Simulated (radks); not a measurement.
Exchange energies: the exact (Fock) value of the Kohn-Sham orbitals and density-functional approximations, as 100 (|E| - |E exact|)/|E exact|, negative where the magnitude is too small. Species: Au+ [Xe] 4f14 5d10; Mn+ [Ar] 3d5 4s1; Lu3+ [Xe] 4f14. All-electron calculation, non-relativistic Kohn-Sham, exchange-only LDA, spin-polarised, spherical densities, point nucleus. Program: a radial shooting solver on a logarithmic mesh with Libxc functionals. Every spin shell is full or empty, so the densities are truly spherical. Functionals are evaluated on that one density, not self-consistently.

functional            Au+       Mn+      Lu3+
exact (hartree)  -337.768  -50.6717  -281.810
LDA                 -3.79     -6.41     -3.82
PBEsol              -1.77     -2.76     -1.68
revPBE              -0.22     +0.01     -0.03
RPBE                -0.19     +0.11     0.00
EV93                -0.48     +0.66     -0.25
revTPSS             -0.87     -0.48     -0.70
SCAN                +0.08     +0.42     +0.25
MS2                 -0.64     -0.02     -0.46
Tao-Mo              -0.80     -0.25     -0.62
TASK                -1.81     -2.64     -1.77
MVS                 +0.10     +0.04     +0.22
